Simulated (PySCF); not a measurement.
C₂H₄N₃, SMILES c1nc[nH+][nH]1, charge +1.

Geometry optimised at PBE-D3(BJ)/def2-SVP. The isomer is the one that the SMILES or the coordinates give; other isomers of the formula were not compared.

All values below come from PBE-D3(BJ)/def2-SVP in PySCF 2.14.0.

No scaling factor is applied to the harmonic values.

Computed vibrational spectrum:
| mode | ν (cm⁻¹) | IR (km/mol) | moving atoms (share of kinetic energy) |
|---|---|---|---|
| 1 | 532 | 0.0 | H 61 %, N 39 % |
| 2 | 608 | 247.5 | H 76 %, N 19 % |
| 3 | 619 | 0.0 | H 47 %, N 35 %, C 18 % |
| 4 | 654 | 0.1 | H 40 %, N 36 %, C 24 % |
| 5 | 875 | 19.7 | H 65 %, C 29 % |
| 6 | 897 | 0.0 | H 68 %, C 30 % |
| 7 | 905 | 8.0 | N 60 %, C 30 %, H 10 % |
| 8 | 959 | 10.7 | N 69 %, H 18 %, C 13 % |
| 9 | 1085 | 61.8 | H 64 %, N 31 % |
| 10 | 1088 | 24.0 | H 55 %, C 38 % |
| 11 | 1178 | 0.2 | H 74 %, N 21 % |
| 12 | 1223 | 0.3 | N 44 %, C 39 %, H 18 % |
| 13 | 1252 | 0.3 | H 75 %, N 16 %, C 9 % |
| 14 | 1399 | 74.7 | C 52 %, N 41 % |
| 15 | 1425 | 20.7 | N 52 %, C 28 %, H 20 % |
| 16 | 1485 | 4.3 | C 50 %, H 26 %, N 24 % |
| 17 | 1510 | 60.8 | N 47 %, H 38 %, C 16 % |
| 18 | 3188 | 47.7 | H 91 %, C 9 % |
| 19 | 3192 | 18.6 | H 90 %, C 10 % |
| 20 | 3476 | 139.2 | H 92 % |
| 21 | 3487 | 315.4 | H 92 % |
